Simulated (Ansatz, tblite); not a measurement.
Forces on the cluster Al₄N₄⁻ at its r2SCAN-D4/def2-SVPD geometry. Total charge -1; doublet.

The xTB rows come from tblite. Another isomer (doublet) lies 1.20 eV lower at PBE0-D4/def2-TZVPD; other spin states weren't run for this one.

GFN1-xTB (tblite), largest force 2.25 eV/Å:

```xyz
8
positions Å, forces eV/Å
Al   -0.314    0.265    1.276   -1.326   -0.450    0.685
Al    1.944    1.019    0.072    0.993    0.521    0.037
Al   -2.557   -1.340   -0.093   -0.662   -0.347   -0.024
Al    0.113   -0.370   -1.284   -1.083   -0.813   -0.776
N     1.173    1.155    1.662    0.936    1.061    1.744
N    -1.430    0.231   -0.296   -0.013   -0.423    0.103
N     1.710    0.356   -1.555    1.504    0.218   -1.654
N    -0.638   -1.315    0.220   -0.349    0.233   -0.116
```

GFN2-xTB (tblite), largest force 1.95 eV/Å:

```
Al -0.376 -0.192 0.000
Al -0.401 -0.210 -0.014
Al 1.230 0.645 0.045
Al -0.370 -0.198 -0.026
N 0.213 0.160 0.154
N 0.563 -1.788 0.537
N 0.260 0.087 -0.138
N -1.119 1.496 -0.559
```

PBE-D4/def2-TZVPD (Ansatz), largest force 0.18 eV/Å:

```
Al 0.040 -0.013 -0.101
Al -0.054 -0.028 -0.001
Al 0.003 0.001 0.000
Al 0.006 0.038 0.104
N 0.029 0.070 0.165
N -0.112 0.085 -0.040
N 0.083 -0.012 -0.162
N 0.004 -0.142 0.036
```
